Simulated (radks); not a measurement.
Question: The mean radii <r> (bohr) of the occupied orbitals of an atom or ion are listed with their occupations. All-electron calculation, scalar-relativistic Kohn-Sham, SCAN, spin-polarised, spherical densities, finite nucleus; meta-GGA in the generalised Kohn-Sham scheme; Fermi nuclear charge, rms radius of each element as measured or else 0.836 A^(1/3) + 0.57 fm. Program: a radial shooting solver on a logarithmic mesh with Libxc functionals.

| orbital | occ. | <r> |
|---|---|---|
| 1s up | 1 | 0.01773 |
| 1s down | 1 | 0.01773 |
| 2s up | 1 | 0.07456 |
| 2s down | 1 | 0.07449 |
| 2p up | 3 | 0.06693 |
| 2p down | 3 | 0.06685 |
| 3s up | 1 | 0.1862 |
| 3s down | 1 | 0.1867 |
| 3p up | 3 | 0.1849 |
| 3p down | 3 | 0.1854 |
| 3d up | 5 | 0.1653 |
| 3d down | 1 | 0.1658 |

Name the element and its charge. Open shells, if any, are filled with parallel spins first.

Answer: Z = 76, osmium, charge +52: Os52+ in [Ar] 3d6. The 1s radius gives Z: for a bare nucleus <r> = (2 gamma + 1)/(2Z) with gamma = sqrt(1 - (Z/c)^2), 0.01753 bohr for Z = 76, and screening makes it slightly larger (0.01773 here). The occupations add up to 24, and the charge is Z minus that.
